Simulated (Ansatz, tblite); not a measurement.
Isomers of Sn3S3 (singlet), found by a short tight-binding search and relaxed with r2SCAN-D4/def2-SVP in Ansatz.

In the def2 sets Sn takes a core potential; there is no spin–orbit coupling. The xTB rows come from tblite. LC-ωPBE has ω = 0.4 bohr⁻¹. Correlated methods freeze 27 core orbitals; core or outer-core shells of Sn are correlated, in sets that lack core-valence functions.

Other spin states were run for one of them alone.

A:

```csv
atom,x (Å),y (Å),z (Å)
Sn1,0.386,-0.846,-2.298
Sn2,1.067,1.144,0.595
Sn3,-2.247,-0.122,1.044
S4,-1.091,0.870,-1.046
S5,2.120,-0.842,-0.642
S6,-0.235,-0.204,2.347
```

B:

Cartesian coordinates in Å:
```
Sn -0.6700 2.2005 -0.9434
Sn -1.7008 -1.7804 -0.0325
Sn 2.1753 -0.2920 0.9685
S -2.1278 0.6311 0.2774
S 0.6733 -2.1788 0.4599
S 1.6500 1.4197 -0.7299
```

C:

```xyz
6

Sn    0.3425    0.7047   -1.5804
Sn   -0.3090   -2.5361   -0.0443
Sn   -0.1701    0.7108    1.6053
S     1.5816   -0.9359    0.2559
S    -1.7587   -0.5196   -0.2819
S     0.3137    2.5760    0.0455
```

Estimate their order by electronic energy at PBE0-D4/def2-TZVP, counted from the lowest.

C (0.00) < A (0.26) < B (0.72), in eV.

Do the other levels pick the same lowest one?

Not GFN2-xTB. Energies above each level's lowest (eV):

```json
{"level": "GFN1-xTB", "A": "0.43", "B": "0.84", "C": "0.00"}
{"level": "GFN2-xTB", "A": "0.12", "B": "0.00", "C": "0.39"}
{"level": "HF/def2-SVP", "A": "0.08", "B": "0.32", "C": "0.00"}
{"level": "HF/def2-TZVP", "A": "0.04", "B": "0.26", "C": "0.00"}
{"level": "PBE-D4/def2-TZVP", "A": "0.25", "B": "0.68", "C": "0.00"}
{"level": "r2SCAN-D4/def2-TZVP", "A": "0.23", "B": "0.70", "C": "0.00"}
{"level": "PBE0-D4/def2-TZVP", "A": "0.26", "B": "0.72", "C": "0.00"}
{"level": "LC-ωPBE/def2-TZVP", "A": "0.28", "B": "0.80", "C": "0.00"}
{"level": "MP2/def2-SVP", "A": "0.24", "B": "0.81", "C": "0.00"}
{"level": "CCSD/def2-SVP", "A": "0.18", "B": "0.64", "C": "0.00"}
{"level": "CCSD(T)/def2-SVP", "A": "0.19", "B": "0.70", "C": "0.00"}
```
Point groups (tolerance 0.1 Å): A Cs, B not assigned, C C2v. Lower isomers may exist.
